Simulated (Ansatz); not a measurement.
System: P$_{2}$H$_{5}$ (charge +1, singlet). SMILES: P[PH3+]
Geometry: optimised at B3LYP-D3(BJ)/def2-TZVP (Ansatz, a quantum-chemistry and plane-wave program).

PBE beside other levels, property by property. Correlated levels leave the core frozen unless marked. UHF or UKS for open shells. Spin-orbit coupling is left out. Non-relativistic. CBS(X,Y): correlation extrapolated as X^-3; Hartree-Fock from the larger set. [CCSD(T)-MP2]/basis is that difference in the basis named. Vertical energies are electronic, to the SCF solution reached for that spin. The coupled-cluster column (Ansatz) is a level with limits of its own: RI-MP2/CBS(def2-TZVPPD,def2-QZVPPD)+[CCSD(T)-MP2]/def2-TZVPPD.

```csv
property,SVWN5/def2-TZVPD (Ansatz),CAM-B3LYP/def2-TZVPD (Ansatz),wB97X-V/def2-TZVPD (Ansatz),coupled cluster
vertical ionisation energy to the doublet (eV),16.39,16.34,16.33,16.46
vertical triplet-singlet gap (eV),5.02,5.06,5.19,5.21
```

Problem. What does PBE/def2-TZVPD (Ansatz) give for each property, and on which side of coupled cluster does it fall?

Solution. 
- vertical ionisation energy to the doublet: PBE lies 0.20 eV below coupled cluster; PBE gives 16.26 eV.
- vertical triplet-singlet gap: PBE lies 0.34 eV below coupled cluster; PBE gives 4.87 eV.
